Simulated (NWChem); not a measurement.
**Basis-set convergence for HAlCl$_{2}$**

```xyz
4

Al     0.0000     0.0000     0.7323
H      0.0000     0.0000     2.3106
Cl    -1.8082     0.0000    -0.3479
Cl     1.8082     0.0000    -0.3479
```
Charge 0, spin multiplicity 1.

All runs are NWChem calculations. The geometry was optimised at PBE/def2-SVP, a minimum by its harmonic frequencies.

Quantity: first vertical ionisation energy at the level G0W0@PBE0.

The structure started from a generated list of species.

| basis | functions | first vertical ionisation energy (eV) |
|---|---|---|
| def2-SVP | 59 | [?] |
| def2-SVPD | 86 | [?] |
| def2-TZVP | 117 | 11.53 |
| def2-TZVPP | 140 | [?] |
| def2-TZVPD | 144 | 11.51 |

Task: Complete the blanks.

Result: 
- def2-SVP, first vertical ionisation energy (eV): 11.03
- def2-SVPD, first vertical ionisation energy (eV): 11.17
- def2-TZVPP, first vertical ionisation energy (eV): 11.56
